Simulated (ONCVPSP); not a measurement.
sulfur: variants of one ONCV potential

Base potential:

ONCVPSP 4.0.1 input, shortened (lines: element, Z, core and valence counts, functional; n l f; lmax; l rc ep ncon nbas qcut; lloc lpopt rc5 dvloc0; l nproj debl; icmod fcfact rcfact), PBE, non-relativistic:

```
  S 16.00    3    2        4      upf
    1    0    2.00
    2    0    2.00
    2    1    6.00
    3    0    2.00
    3    1    4.00
    1
    0    1.25    0.00    5   10    6.00
    1    1.55    0.00    4    8    5.30
    4    5    0.95    1.00
    0    1    1.80
    1    3    3.50
    3    1.75    1.55
```

All-electron outer shells of the reference configuration (PBE, non-relativistic, ld1.x):

```csv
shell,level (eV),outermost node (bohr),outermost maximum (bohr)
2s,-210.43,0.13,0.39
2p,-156.49,–,0.33
3s,-17.14,0.60,1.42
3p,-7.02,0.58,1.61
```

Cutoffs, loose and tight: the cutoffs (Ha) at which the residual kinetic energy of the hardest occupied pseudo-wave falls to 1 and 0.1 mHa per electron. They do not see the model core or the augmentation charge, which bear on the density cutoff. Test errors are all-electron minus pseudo excitation energies from the reference, over the configurations 3s2 3p3; 3s2 3p2; 3s2 3p1; 3s1 3p5. A dash means not determined; rows that change the core or the reference have their own tests.

For the base: The cutoffs count occupied waves only; projector 3 of the p channel, the hardest unoccupied one, needs 80 Ha at the loose tolerance.

A true bound ghost makes a file unfit for plane-wave use even where its test errors are small: the radial tests pick states by their node count and pass the ghost by.

| change | outcome | cutoff, loose | cutoff, tight | bound ghosts | GHOST(+) flags above zero | largest test error (meV) |
| --- | --- | --- | --- | --- | --- | --- |
| base | generated | 14 Ha | 168 Ha | none | s | +131 |
| core correction none | generated | 14 Ha | 168 Ha | none | s | +233 |
| s: ncon 3, nbas 8 | generated | 13 Ha | 16 Ha | none | s | +109 |
| s: qcut 4.3 | generated | 22 Ha | 84 Ha | none | s | +147 |
| functional Wu-Cohen | generated | 14 Ha | 168 Ha | none | s | +87 |
| local potential polynomial inside 0.95 bohr (lpopt 5, dvloc0 -1 Ha) | generated | 14 Ha | 168 Ha | s | none | 4 of 4 tests not solved or not reliable |
| core correction Teter function, fcfact 1.75, rcfact 1.52 | generated | 14 Ha | 168 Ha | none | s | +133 |
| p: qcut 5.6 | generated | 14 Ha | 168 Ha | none | s | +132 |
| s: rc 1.3 | generated | 13 Ha | 110 Ha | none | s | +122 |
| p: rc 1.16 | generated | 69 Ha | 168 Ha | p | s, p | +124 |
